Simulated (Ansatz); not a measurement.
Input file for Ansatz (an electronic-structure program): U-wB97X-V/def2-TZVPP on CH4Sn (SMILES [CH3][SnH]), a point of a bond scan (R = 1.640 Å). Elements past Kr take the def2 small-core potentials; no spin–orbit coupling.

Ansatz 0.2 input:
```yaml
crystal:
  periodic: [false, false, false]
  atoms:
    - {symbol: Sn, position_ang: [0.00983745, 0.25050043, 0.24518718]}
    - {symbol: H, position_ang: [-0.34594591, 1.41339688, -1.06484958]}
    - {symbol: C, position_ang: [-0.01334196, -1.45640015, -1.15807253]}
    - {symbol: H, position_ang: [1.11253882, -1.21308550, -2.32498341]}
    - {symbol: H, position_ang: [-0.98669425, -1.50317430, -1.65333226]}
    - {symbol: H, position_ang: [0.18357434, -2.40265271, -0.65672900]}
basis:
  gaussian:
    orbitals: def2-TZVPP
hamiltonian:
  xc: {name: wB97X-V}
magnetization: {spin_polarized: true, initial_magnetization: 0}
```

The head of its log:

```
WARN ansatz: RAYON_NUM_THREADS=1 ignored (pool sized by the plan → 1); use --threads N
Functional definition: wB97X-V
integrals: 0.06 GiB planned
848 factors; their error is unknown
integrals: 0.09 GiB planned
210 factors; integrals over basis functions are off by at most 1.8e-5 eV
mean field: 0.77 GiB planned
mean field evaluation 1: about -6926.8818 eV, gradient 2.6e1 eV
mean field evaluation 2: about -6927.2079 eV, gradient 2.4e1 eV
```

### Question
Predict the final total energy.

### Answer
-254.6856 hartree.
